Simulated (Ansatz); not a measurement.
`C[SiH](N)Cl` → `CCl` + `N[SiH]` at 700 K and 1 bar (silylene formation by 1,1-elimination).

Computed with Ansatz on PBE0-D4/def2-TZVP structures; ΔE is electronic, products minus reactants. CCSD(T)/CBS is the MP2 limit (def2-TZVPP, def2-QZVPP) plus CCSD(T) − MP2 in def2-TZVPP, frozen cores. This one scheme is used for every species. One conformer a species, not always the lowest.

```csv
species,CCSD(T)/CBS energy (Eh),H − E (kJ/mol),S (J/(mol·K))
`C[SiH](N)Cl`,-845.32705,266.9,442.1
`CCl`,-499.63220,131.4,278.6
`N[SiH]`,-345.56329,124.5,297.7
```

H − E and S are ideal-gas, rigid-rotor, harmonic terms from PBE0-D4/def2-TZVP, for one conformer and one mirror image of each species. 1 Eh = 2625.50 kJ/mol, R = 8.31446 J/(mol·K).

**Question.** By hand: ΔE, ΔH, ΔS and ΔG.

**Answer.** ΔE = (-499.63220) + (-345.56329) − (-845.32705) = 0.13156 Eh = 345.4 kJ/mol. Δ(H − E) = 131.4 + 124.5 − 266.9 = -11.0, so ΔH = 334.4 kJ/mol. ΔS = 278.6 + 297.7 − 442.1 = 134.2 J/(mol·K). ΔG = 334.4 − 700 × (134.2)/1000 = 240.5 kJ/mol.

**Question.** By hand: the equilibrium constant, and the temperature at which ΔG would vanish if ΔH and ΔS stayed fixed.

**Answer.** log₁₀ K = −ΔG/(RT ln 10) = -17.9. ΔG = 0 at ΔH/ΔS = 2492 K.

The number of gas molecules changes by +1, which sets the sign of ΔS. A doubt of 5 kJ/mol in ΔE shifts log₁₀ K by 0.4 here. Other conformers and mirror images would add mixing entropy, several J/(mol·K) or more a flexible species. These are equilibria of isolated gas molecules and say nothing of rates. Largest T1 diagnostic: 0.015 (customary marks: 0.02 for closed shells, 0.045 for open ones).
